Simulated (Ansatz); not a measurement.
The cluster Cu3O4⁺. Total charge 1; triplet. Geometry PBE-D4/def2-SVP, that of the neutral doublet; atoms count from 1.

```xyz
7

Cu    0.3786   -0.0576   -1.2591
Cu   -0.5123   -0.5110    1.0993
Cu    0.4208    1.7952    0.5041
O    -0.6920   -2.0746    0.0725
O    -0.2218   -1.8360   -1.1696
O    -0.2832    1.0374    1.9592
O     0.9099    1.6465   -1.2065
```

The structure holds 1 bond(s) between oxygen atoms. The charge 1 triplet is spin-contaminated (final ⟨S²⟩ up to 2.98, 2.00 for a pure state). The structure comes from a short search, and lower isomers may exist.

Q: Estimate the Mulliken populations from the PBE0/def2-TZVP orbitals of Ansatz.

A: 
```
atom  charge (e)  spin (α − β)  d electrons
 Cu1        0.56          0.33         9.58
 Cu2        0.54          0.25         9.58
 Cu3        0.59          0.03         9.58
  O4       -0.02          0.64            –
  O5       -0.02          0.63            –
  O6       -0.33         -0.82            –
  O7       -0.32          0.94            –
```
Mulliken values and Mayer orders depend strongly on the basis.

Q: Where does the spin sit?

A: Summed by element: Cu 0.62, O 1.38, of 2 unpaired in all. Largest on single atoms: O7 0.94, O6 -0.82, O4 0.64.

Q: And the Mayer bond orders between bonded heavy atoms (over 0.3)?

A: Cu1–Cu2 0.35 (2.56 Å); Cu1–O5 0.62 (1.88 Å); Cu1–O7 0.77 (1.79 Å); Cu2–O4 0.62 (1.88 Å); Cu2–O6 0.77 (1.79 Å); Cu3–O6 0.77 (1.79 Å); Cu3–O7 0.78 (1.79 Å); O4–O5 1.34 (1.35 Å).
